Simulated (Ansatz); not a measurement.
## Ligand exchange: SiH2(CH3)Br + CHCl2F → SiH3(CH3) + CBrCl2F

Species: SiH2(CH3)Br, singlet; CHCl2F (dichlorofluoromethane) `FC(Cl)Cl`, singlet; SiH3(CH3) (methylsilane), singlet; CBrCl2F (bromodichlorofluoromethane) `FC(Cl)(Cl)Br`, singlet. The partners trade Br for H: Si–Br and C–H bonds give way to Si–H and C–Br.

Shapes, held fixed at every level: PBE0-D4/def2-TZVP. Programs: Ansatz 0.2.0. The zero-point and thermal change to 298 K, harmonic and unscaled (PBE0-D4/def2-TZVP), is -11.8 kJ/mol.

| level | kind | ΔH(298 K) (kJ/mol) | less CCSD(T)/def2-TZVPP | CPU time (sum over the molecules) |
| --- | --- | --- | --- | --- |
| HF/def2-SVP | Hartree–Fock | +199.7 | +29.3 | – |
| SPW92/def2-TZVPP | LDA | +155.6 | -14.8 | 6.4 s |
| PBE-D4/def2-TZVPP | GGA | +159.8 | -10.6 | 10 s |
| r2SCAN-D4/def2-TZVPP | meta-GGA | +169.9 | -0.5 | 19 s |
| MP2/def2-TZVPP | perturbation theory | +171.1 | +0.7 | – |
| CCSD(T)/def2-SVP | coupled cluster or CI | +162.7 | -7.7 | 12 s |
| CCSD(T)/def2-TZVPP | coupled cluster or CI | +170.4 | 0.0 | 3.1 min |

The highest level, CCSD(T)/def2-TZVPP, gives ΔH(298 K) = +170.4 kJ/mol; the levels span +155.6 to +199.7. The column of differences is taken from that level and isn't an error. No measured value is set beside it here. Relativity is left out for Br unless named. Correlated rows may include outer-core shells of Br, which these sets cover unevenly. Times are processor times on shared x86 and Arm servers, and rough.
